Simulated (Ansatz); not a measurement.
V₅O₂₂H₁₉⁻. Total charge -1; doublet. Geometry r2SCAN-D4/def2-SVP, that of the neutral singlet.

```tsv
atom	x (Å)	y (Å)	z (Å)
V1	0.521	2.026	-0.218
V2	-2.874	-0.834	-1.231
V3	-1.816	1.443	-4.348
V4	3.147	1.218	2.966
V5	0.889	-2.382	1.375
O6	3.917	2.541	3.817
O7	1.446	-3.961	0.868
O8	3.559	-0.362	3.757
O9	3.683	1.189	1.361
O10	0.423	-2.854	3.028
O11	1.050	3.281	0.902
O12	0.642	-1.630	-0.187
O13	1.554	1.320	3.000
O14	1.857	0.791	-0.295
O15	-0.269	-0.614	2.135
O16	2.353	-1.541	1.739
O17	-1.145	-3.067	0.962
O18	-0.201	1.943	-4.083
O19	-3.965	-1.198	-2.550
O20	-0.846	1.257	0.360
O21	0.226	2.668	-1.659
O22	-2.989	1.025	-0.787
O23	-1.321	-1.090	-1.694
O24	-3.168	-1.670	0.110
O25	-2.702	2.026	-3.153
O26	-2.420	1.992	-5.899
O27	-1.902	-0.333	-4.270
H28	3.434	3.149	4.397
H29	1.368	-4.165	-0.077
H30	4.503	-0.585	3.806
H31	2.982	1.002	0.595
H32	-0.279	-2.317	3.432
H33	0.968	2.980	1.827
H34	-0.181	-1.462	-0.778
H35	0.349	-0.013	2.607
H36	1.581	-0.163	-0.313
H37	-0.624	-0.006	1.431
H38	2.766	-1.373	2.630
H39	-1.449	-3.638	1.681
H40	0.048	2.315	-3.172
H41	-3.524	-1.028	-3.416
H42	-2.086	1.235	-0.238
H43	-1.930	-2.502	0.693
H44	-2.956	1.578	-1.626
H45	-3.204	2.556	-5.967
H46	-1.411	-0.747	-3.520
```

Single mean-field runs in def2-SVP are fitted with def2-universal-jkfit. At PBE-D4/def2-SVP an occupied level of the charge -1 doublet lies above an empty one (by up to 0.01 eV), so this SCF solution is probably not the lowest. At PBE-D4/def2-SVP the gap within one spin of the charge -1 doublet nearly closes, so an electron or hole may be smeared out by delocalisation error. In the doublet geometry the species has come apart into loosely held pieces.

(1) Estimate the α-spin orbital energies around the gap (eV) in Ansatz with PBE-D4/def2-SVP, PBE0-D4/def2-SVP.

Results:

(1) 
```json
{"orbital": "HOMO−5", "PBE-D4/def2-SVP": "-4.00", "PBE0-D4/def2-SVP": "-4.80"}
{"orbital": "HOMO−4", "PBE-D4/def2-SVP": "-3.90", "PBE0-D4/def2-SVP": "-4.67"}
{"orbital": "HOMO−3", "PBE-D4/def2-SVP": "-3.70", "PBE0-D4/def2-SVP": "-4.21"}
{"orbital": "HOMO−2", "PBE-D4/def2-SVP": "-3.68", "PBE0-D4/def2-SVP": "-4.05"}
{"orbital": "HOMO−1", "PBE-D4/def2-SVP": "-3.47", "PBE0-D4/def2-SVP": "-3.78"}
{"orbital": "HOMO", "PBE-D4/def2-SVP": "-0.20", "PBE0-D4/def2-SVP": "-1.04"}
{"orbital": "LUMO", "PBE-D4/def2-SVP": "-0.21", "PBE0-D4/def2-SVP": "-0.44"}
{"orbital": "LUMO+1", "PBE-D4/def2-SVP": "-0.18", "PBE0-D4/def2-SVP": "-0.23"}
{"orbital": "LUMO+2", "PBE-D4/def2-SVP": "-0.07", "PBE0-D4/def2-SVP": "0.08"}
{"orbital": "LUMO+3", "PBE-D4/def2-SVP": "-0.02", "PBE0-D4/def2-SVP": "0.27"}
{"orbital": "LUMO+4", "PBE-D4/def2-SVP": "0.06", "PBE0-D4/def2-SVP": "0.36"}
{"orbital": "LUMO+5", "PBE-D4/def2-SVP": "0.09", "PBE0-D4/def2-SVP": "0.58"}
{"orbital": "β HOMO", "PBE-D4/def2-SVP": "-3.44", "PBE0-D4/def2-SVP": "-3.67"}
{"orbital": "β LUMO", "PBE-D4/def2-SVP": "-0.12", "PBE0-D4/def2-SVP": "-0.44"}
```
